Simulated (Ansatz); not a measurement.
System: C$_{6}$H$_{12}$Cl, net charge 0, doublet state. It need not be the lowest isomer of its formula. 
Geometry from a B3LYP-D3(BJ)/def2-TZVP (Ansatz, a first-principles code) optimisation:
```xyz
19

C     -3.7479    -0.5303    -0.1761
C     -2.4151    -0.6652     0.4645
C     -1.1810    -0.2332    -0.2428
C      0.1044    -0.6608     0.4605
C      1.3865    -0.2606    -0.2488
C      2.6333    -0.8221     0.4052
Cl     1.5267     1.5641    -0.3085
H     -3.7440    -0.9247    -1.1982
H     -4.0570     0.5236    -0.2595
H     -4.5264    -1.0485     0.3853
H     -2.3594    -0.8655     1.5283
H     -1.1731     0.8612    -0.3601
H     -1.1862    -0.6258    -1.2692
H      0.1161    -1.7525     0.5505
H      0.1237    -0.2620     1.4786
H      1.3425    -0.5514    -1.2981
H      3.5321    -0.5024    -0.1201
H      2.7048    -0.4949     1.4432
H      2.5921    -1.9142     0.3896
```
Charge 0, spin multiplicity 2.

Quantity: atomisation energy (electronic, to ground-state atoms), in kJ/mol. Correlated levels leave the core frozen unless marked. Open shells are spin-unrestricted. Spin-orbit coupling is left out. No relativistic terms. The coupled-cluster limit lacks core correlation, which all-electron functionals hold. Basis-set limits of correlation are two-point, X^-3; Hartree-Fock from the larger set. The bracket is a focal-point correction in the basis named.

```tsv
level	program	atomisation energy (kJ/mol)	minus last row
r2SCAN/def2-TZVPD	Ansatz	7415.3	27.9
B97M-V/def2-TZVPD	Ansatz	7401.8	14.4
BHLYP/def2-TZVPD	Ansatz	7186.3	-201.1
LC-wPBE-D3(BJ)/def2-TZVPD	Ansatz + dftd3	7429.5	42.1
B2GP-PLYP-D3(BJ)/def2-TZVPD	Ansatz + dftd3	7307.3	-80.1
B2GP-PLYP-D4/def2-TZVPD	Ansatz + dftd4	7300.6	-86.8
MP2/STO-3G	Ansatz	7605.9	218.5
MP2/6-31G	Ansatz	6417.9	-969.5
RI-MP2/CBS(cc-pV(T+d)Z,cc-pV(Q+d)Z)	Ansatz	7463.8	76.4
RI-MP2/CBS(cc-pV(T+d)Z,cc-pV(Q+d)Z)+[CCSD(T)-MP2]/cc-pV(T+d)Z	Ansatz	7387.4	0.0
```
